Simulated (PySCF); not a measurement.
Run record: excited-state job, `[CH2](B)[GeH2][S]CC#C`.

Computed with TDDFT CAM-B3LYP/def2-SVPD, vertical, gas phase, core orbitals frozen in the response (PySCF 2.14.0, density-fitted response routines). Geometry: GFN2-xTB. A driver script takes a list of jobs; this job's settings line and coordinates (Å) are shown.

Command:
```bash
OMP_NUM_THREADS=1 python probes_run.py task.json out
```

Input:
```
{"job": {"kind": "uv", "xc": "CAM-B3LYP", "basis": "def2-SVPD", "nstates": 8, "ntriplets": 3}, "charge": 0, "multiplicity": 1}
B     -2.937964    -0.008436    -0.963677
C     -2.383327    -0.505526     0.395167
Ge    -0.392578    -0.508376     0.223560
S      0.336219     1.506058    -0.330695
C      2.144867     1.326418     0.031939
C      2.743752     0.268574    -0.733460
C      3.187390    -0.632451    -1.386854
H     -3.103130    -0.767582    -1.839114
H     -3.137057     1.130732    -1.135942
H     -2.611321     0.134481     1.247754
H     -2.644797    -1.532409     0.648823
H      0.242503    -0.890283     1.561847
H      0.103267    -1.545777    -0.765140
H      2.576472     2.292416    -0.232282
H      2.259810     1.147528     1.102535
H      3.608293    -1.406424    -1.956365
```

Output:
```
coarse grid: 61880 points
cycle   1  E = -2657.2448878149  dE =  5.933e-02  |g| = 5.664e-01  |ddm| = 8.884e+00
cycle   2  E = -2657.2584419735  dE = -1.355e-02  |g| = 5.692e-01  |ddm| = 2.096e+00
cycle   3  E = -2657.3108194175  dE = -5.238e-02  |g| = 6.630e-02  |ddm| = 8.071e-01
cycle   4  E = -2657.3112754423  dE = -4.560e-04  |g| = 5.319e-02  |ddm| = 1.600e-01
cycle   5  E = -2657.3119596894  dE = -6.842e-04  |g| = 9.429e-03  |ddm| = 1.224e-01
cycle   6  E = -2657.3119816959  dE = -2.201e-05  |g| = 1.788e-03  |ddm| = 2.395e-02
cycle   7  E = -2657.3119827933  dE = -1.097e-06  |g| = 3.622e-04  |ddm| = 7.423e-03
final grid: 129176 points
cycle   8  E = -2657.3119457257  dE = -8.359e-08  |g| = 2.746e-04  |ddm| = 5.137e-03
cycle   9  E = -2657.3119457326  dE = -6.899e-09  |g| = 2.649e-04  |ddm| = 1.465e-03
cycle  10  E = -2657.3119457487  dE = -1.604e-08  |g| = 4.874e-05  |ddm| = 5.801e-04
cycle  11  E = -2657.3119457493  dE = -6.385e-10  |g| = 2.238e-05  |ddm| = 1.048e-04
converged SCF energy = -2657.3119457493

Static polarisability (au): isotropic 111.372, principal 93.834 107.816 132.467

Singlet excitations
state   eV       nm        f      main configurations
  1   5.1916    238.8   0.00271   H->L 0.64, H->L+1 0.16, H->L+2 0.12
  2   5.6272    220.3   0.00807   H->L+1 0.52, H->L 0.29
  3   5.8812    210.8   0.02737   H->L+2 0.74, H->L+1 0.12
  4   6.0065    206.4   0.00197   H-5->L 0.69, H-3->L 0.10
  5   6.1484    201.7   0.03351   H-4->L 0.58, H-7->L 0.14, H-5->L 0.12
  6   6.2693    197.8   0.00470   H-2->L+2 0.35, H-1->L+2 0.18, H-2->L+4 0.13
  7   6.5851    188.3   0.04677   H-1->L+2 0.26, H-2->L+2 0.10, H-2->L+5 0.08
  8   6.5976    187.9   0.00837   H->L+3 0.17, H->L+5 0.16, H-1->L+5 0.10

Triplet excitations (Tamm-Dancoff, eV): 4.7722 5.2165 5.3499
```

The SCF starts on a coarse grid where the log names one; the energy can jump when the final grid takes over, and dE then counts from the start density on the new grid. H and L stand for HOMO and LUMO; the number after each pair is its weight.

**Question.** How does the lowest singlet excitation compare with the HOMO–LUMO gap?

**Answer.** HOMO -8.32 eV and LUMO -0.37 eV give a gap of 7.95 eV; S1 at 5.19 eV lies 2.76 eV below it.

**Question.** Give the mean polarisability as a volume in Å³, and the ratio of the largest to the smallest principal value.

**Answer.** 111.372 au × 0.148185 = 16.50 Å³; 132.467/93.834 = 1.41.

In short: HOMO -8.32 eV, LUMO -0.37 eV; lowest singlet 5.19 eV; lowest triplet 4.77 eV (Tamm–Dancoff); mean polarisability 111.4 au.

 Relativistic effects, spin–orbit coupling among them, are left out although an element past zinc is present.

**Question.** Estimate the wall time. Hardware: Intel Xeon at 2.50 GHz, one thread, no GPU, shared host with 64 logical CPUs at a one-minute load of 57. And the peak memory of the process?

**Answer.** About 3.3 min (density and orbital grids were written too), with 1.2 GiB resident at the peak, the Python interpreter and its libraries included.

One conformer stands for the species.
Labels such as C1 count atoms from 1, the log's own numbers from 0.
